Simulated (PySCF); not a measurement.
Compound: C₄H₆F₂O.
Numbering: `[F:1][CH:2]([F:3])[O:4][CH:5]1[CH2:6][CH2:7]1` (hydrogens: H8 on C2; H9 on C5; H10, H11 on C6; H12, H13 on C7)

The geometry is computed with GFN2-xTB (gas phase).

**Question.** What internal coordinates does the optimisation give?

**Answer.** 
```json
{"bond": "F1–C2", "length (Å)": "1.364", "order": "single"}
{"bond": "C2–F3", "length (Å)": "1.339", "order": "single"}
{"bond": "C2–O4", "length (Å)": "1.346", "order": "single"}
{"bond": "O4–C5", "length (Å)": "1.412", "order": "single"}
{"bond": "C5–C6, C5–C7", "length (Å)": "1.496", "order": "single"}
{"bond": "C6–C7", "length (Å)": "1.500", "order": "single"}
{"bond": "C2–H8", "length (Å)": "1.109", "order": "single"}
{"bond": "C5–H9", "length (Å)": "1.085", "order": "single"}
{"bond": "C6–H10, C7–H13", "length (Å)": "1.078", "order": "single"}
{"bond": "C6–H11, C7–H12", "length (Å)": "1.078", "order": "single"}
```

Bonds in one row agree within 0.01 Å and their mean is given. Orders are formal, as drawn. A selection of angles:
```json
{"angle": "F1–C2–F3", "degrees": "105.9"}
{"angle": "F1–C2–O4", "degrees": "111.6"}
{"angle": "F1–C2–H8", "degrees": "106.5"}
{"angle": "F3–C2–O4", "degrees": "108.8"}
{"angle": "F3–C2–H8", "degrees": "108.8"}
{"angle": "O4–C2–H8", "degrees": "114.8"}
{"angle": "C2–O4–C5", "degrees": "114.6"}
{"angle": "O4–C5–C6", "degrees": "118.7"}
{"angle": "O4–C5–C7", "degrees": "116.3"}
{"angle": "O4–C5–H9", "degrees": "112.9"}
{"angle": "C6–C5–C7", "degrees": "60.2"}
{"angle": "C6–C5–H9", "degrees": "119.4"}
{"angle": "C5–C6–C7", "degrees": "59.6"}
{"angle": "C5–C6–H10", "degrees": "118.2"}
{"angle": "C5–C6–H11", "degrees": "117.7"}
{"angle": "C7–C6–H10", "degrees": "119.1"}
{"angle": "C7–C6–H11", "degrees": "117.4"}
{"angle": "H10–C6–H11", "degrees": "114.3"}
{"angle": "H12–C7–H13", "degrees": "114.5"}
```

Torsions: F1–C2–O4–C5 79° (synclinal); C2–O4–C5–C6 80° (synclinal); O4–C5–C6–C7 106° (anticlinal); O4–C5–C7–C6 -110° (anticlinal). The mirror-image conformer, all signs reversed, is as good.

The 2 C–O bonds span 1.346 Å (C2–O4, drawn single) to 1.412 Å (O4–C5, drawn single), a spread of 0.066 Å. Of the pairs four or more bonds apart, C6···H8 is among the closest relative to their van der Waals radii: 2.87 Å, 99 % of the sum of Bondi's values. The 3-membered ring C5–C6–C7 has internal angles of 59.6° to 60.2°. The C–F distances run from 1.339 Å (C2–F3, drawn single) to 1.364 Å (F1–C2, drawn single), a spread of 0.025 Å.

Point group: C1 (no symmetry element, even within 0.4 Å). No frequency check. The numbers are those of one conformer.
